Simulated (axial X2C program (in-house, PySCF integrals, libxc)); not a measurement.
## Worked dissociation energy of AlGa: BP86, scalar-relativistic

Computed with an in-house relativistic program for diatomic molecules. Spin-free means the one-electron spin-free X2C Hamiltonian. Basis: Ga dyall-cv3z [9s9p7d4f1g], Al dyall-v3z [8s8p2d1f] (cores contracted in-house); Gaussian nuclei, density fitting, unrestricted open shells. Masses: Ga 68.926 u, Al 26.982 u.

Molecular state: M_S = 1, Λ = 0 (beyond evenly filled blocks: π+α, π-α).

- E(Ga) (2M_S = 1, M_L = 0): -1944.199222 hartree
- E(Al) (2M_S = 1, M_L = 0): -242.835501 hartree
- E(AlGa) at Re: -2187.090474 hartree
- ωe: 274.1 cm⁻¹
- ωexe: 1.57 cm⁻¹

Q: Work out De and D0.

A: De = -1944.199222 + (-242.835501) − (-2187.090474) = 0.05575 hartree = 1.517 eV. The zero-point energy is ωe/2 − ωexe/4 = 137 cm⁻¹ = 0.017 eV, so D0 = 1.500 eV.

De is counted from the lowest determinant-based energies of the atoms at the same level, without counterpoise correction. The state is one determinant with fixed occupations, lowest in a PBE0 search at one distance only: followed along the bond, the spin-free determinant M_S = 1, Λ = 1 reaches 0.03 eV lower at PBE0, at Re = 2.710 Å, so the state shown is not the lowest. At some level and bond length an empty orbital lies below a filled one. Spin-free De lacks the spin–orbit lowering of the heavy p-block atom, a tenth of an eV or more for 4p and 5p, up to an eV for 6p and one to two eV for 7p atoms, less what an open-shell molecule gains itself.

Each atomic determinant is the lowest at this level and need not be a pure term. Totals compare only within one Hamiltonian and basis.
